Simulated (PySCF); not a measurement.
## Spin states of BePb⁺

Unrestricted PBE0; Be aug-cc-pVDZ, Pb aug-cc-pVDZ-PP with ECP60; scalar-relativistic core potentials (PySCF 2.14). Outer shells of the fragments: Be 2s2; Pb+ 5d10 6s2 6p1.

Followed along the bond (rough minima from three points):

```csv
2Ms+1,unpaired,⟨S²⟩ at the start,R at minimum (Å),Te (eV)
2,π ↑,0.76,2.63,0.00
2,σ ↑,0.75,2.82,0.50
4,"σ ↑, π ↑↑",3.75,none in the scan,≤ 1.51
```

Solutions found at the starting distance of 2.455 Å, counted from the lowest of them; the search is not exhaustive and high or unbound solutions are not listed, so other states can lie among these:

```csv
2Ms+1,unpaired,term,E (eV),⟨S²⟩,⟨Lz²⟩,μ (D)
2,π ↑,²Π,0.00,0.76,1.00,-5.03
2,σ ↑,²Σ⁺,0.71,0.75,0.00,-1.48
4,"σ ↑, π ↑↑",⁴Σ⁻,1.50,3.75,0.00,-5.26
4,"σ ↑↑, π ↑",⁴Π,1.79,3.75,1.00,-2.06
2,"σ ↑, π ↑↓",mixed,2.14,1.76,2.01,-5.44
2,"σ ↓, π ↑↑",mixed,2.44,1.76,0.00,-5.90
2,σ ↑,mixed,2.65,1.01,2.00,-5.19
4,"σ ↑, π ↑↑",mixed,3.69,3.75,2.00,-4.21
2,π ↑,²Π,5.69,0.82,1.03,-5.26
4,"σ ↑, π ↑, δ ↑",mixed,8.79,3.75,5.00,-5.96
4,"σ ↑, π ↑, δ ↑",mixed,8.82,3.75,4.97,-5.97
```

A term symbol is given only where ⟨S²⟩ and ⟨Lz²⟩ are close to those of a pure state; real π, δ and φ orbitals otherwise mix terms. A positive dipole points towards Pb; it is taken about the centre of mass and depends on that origin.

Task: Compare the gap between the two lowest followed solutions at the starting distance with the gap between their minima.

Result: At PBE0 the second solution (doublet, unpaired electrons σ ↑) lies +0.71 eV from the first (doublet, unpaired electrons π ↑) at 2.455 Å and +0.50 eV at the minima; the two curves relax by different amounts, since their minima lie near 2.82 and 2.63 Å.

Spin–orbit coupling is left out, which matters for elements this heavy, above all for dissociation energies. Counting both spins, an empty level lies below a filled one in some of these solutions, because spin and occupation are held.
